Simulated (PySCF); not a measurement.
C₂H₅O₂, SMILES CC(O)=[OH+], charge +1.

Geometry: B3LYP-D3(BJ)/def2-SVP. The isomer is the one that the SMILES or the coordinates give; other isomers of the formula were not compared. One conformer was computed; it need not be the lowest.

These are PySCF with PBE/def2-TZVPD values and carry that method's errors.

Gas-phase values at a fixed geometry.

Computed frontier levels, gap, dipole moment and polarisability:
```json
{
  "highest_occupied_level": "-15.42 eV",
  "lowest_empty_level": "-8.50 eV",
  "orbital_gap": "6.91 eV",
  "dipole_moment_about_the_centre_of_nuclear_charge": "1.52 D",
  "mean_static_polarisability": "31.7 bohr³ (4.70 Å³)",
  "polarisability_principal_values": "23.4, 34.5, 37.1 bohr³"
}
```
